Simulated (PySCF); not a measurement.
A calculated (wB97M-V, PySCF 2.14, aug-cc-pwCVTZ, no relativity, point nucleus) atom or ion has these occupied shells.

| shell | electrons | orbital energy (eV) | rms radius, mean of both spins (bohr) |
| --- | --- | --- | --- |
| 1s α | 1 | -275.34 | 0.313 |
| 1s β | 1 | -274.45 | 0.313 |
| 2s α | 1 | -10.496 | 1.90 |
| 2s β | 1 | -6.823 | 1.90 |
| 2p α | 3 | -1.140 | 2.67 |

Problem. Name the element and its charge.

Solution. C⁻ (carbon, charge -1), in [He] 2s2 2p3, high-spin 4S determinant.
